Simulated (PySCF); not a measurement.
## NaSn: input and log

State: ⁴Σ⁻ (quartet), unpaired electrons σ ↑, π ↑↑.

An equivalent input (the run itself took its basis sets from the Basis Set Exchange, started from a PBE0 density and held the occupation σ 8α 7β, πx 4α 3β, πy 4α 3β, δx 1α 1β, δy 1α 1β):

```python
from pyscf import gto, dft
mol = gto.M(atom='Na 0 0 0; Sn 0 0 2.926', basis={'Na': 'def2-SVP', 'Sn': 'def2-SVP'}, ecp={'Sn': 'def2-SVP'},
            charge=0, spin=3, verbose=4, symmetry='C2v')
mf = dft.UKS(mol, xc='PBE')
mf.grids.atom_grid = (80, 434)
mf.grids.prune = dft.gen_grid.treutler_prune
mf.irrep_nelec = {'A1': (9, 8), 'A2': (1, 1), 'B1': (4, 3), 'B2': (4, 3)}
mf.conv_tol = 1e-9
mf.max_cycle = 60
mf.diis_space = 10
mf.kernel()
```

The log (some set-up lines and the per-cycle HOMO/LUMO lines removed):

```
******** <class 'pyscf.dft.uks_symm.SymAdaptedUKS'> ********
method = SymAdaptedUKS
damping factor = 0
level_shift factor = 0
DIIS = <class 'pyscf.scf.diis.CDIIS'>
diis_start_cycle = 1
diis_space = 10
diis_damp = 0
SCF conv_tol = 1e-09
SCF conv_tol_grad = None
SCF max_cycles = 60
number electrons alpha = 18  beta = 15
Set gradient conv threshold to 3.16228e-05
init E= -376.386051326856
cycle= 1 E= -376.386754106192  delta_E= -0.000703  |g|= 0.0214  |ddm|= 0.153
cycle= 2 E= -376.386248351061  delta_E= 0.000506  |g|= 0.0281  |ddm|= 0.13
cycle= 3 E= -376.387087988364  delta_E= -0.00084  |g|= 0.0035  |ddm|= 0.0914
cycle= 4 E= -376.38710686757  delta_E= -1.89e-05  |g|= 0.000467  |ddm|= 0.0122
cycle= 5 E= -376.38710706685  delta_E= -1.99e-07  |g|= 5.86e-05  |ddm|= 0.0011
cycle= 6 E= -376.387107074146  delta_E= -7.3e-09  |g|= 1.71e-05  |ddm|= 0.000332
cycle= 7 E= -376.38710707482  delta_E= -6.74e-10  |g|= 1.8e-06  |ddm|= 8.3e-05
Extra cycle  E= -376.387107074811  delta_E= 9.44e-12  |g|= 3.17e-06  |ddm|= 1.77e-05
converged SCF energy = -376.387107074811  <S^2> = 3.7509754  2S+1 = 4.0004877
```

Repeating this along the bond gives Re = 2.938 Å and ωe = 172 cm⁻¹.

A point of this curve took 0.29 CPU seconds beside 0.076 for the integrals (shared host).

Spin–orbit coupling is left out. The state is the lowest determinant that a PBE0 search found; another state may lie lower at other levels.
